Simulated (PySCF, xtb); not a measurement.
C2H3Cl3, SMILES CC(Cl)(Cl)Cl.

Harmonic wavenumbers (cm⁻¹) from GFN2-xTB in xtb at its own minimum, in rising order: 214, 214, 230, 305, 306, 316, 517, 621, 622, 1065, 1065, 1071, 1388, 1448, 1448, 3034, 3036, 3038.

**Question.** What does ωB97X-D3(BJ)/def2-SVP in PySCF 2.14.0 give at its own minimum? (An estimate is asked for; the answer gives what the named calculation found.)

**Answer.** 248, 248, 311, 353, 353, 358, 555, 768, 768, 1112, 1112, 1130, 1409, 1463, 1463, 3091, 3207, 3207. Paired by order, the mean absolute difference is 68 cm⁻¹ and the zero-point energies are 28.5 and 30.2 kcal/mol.
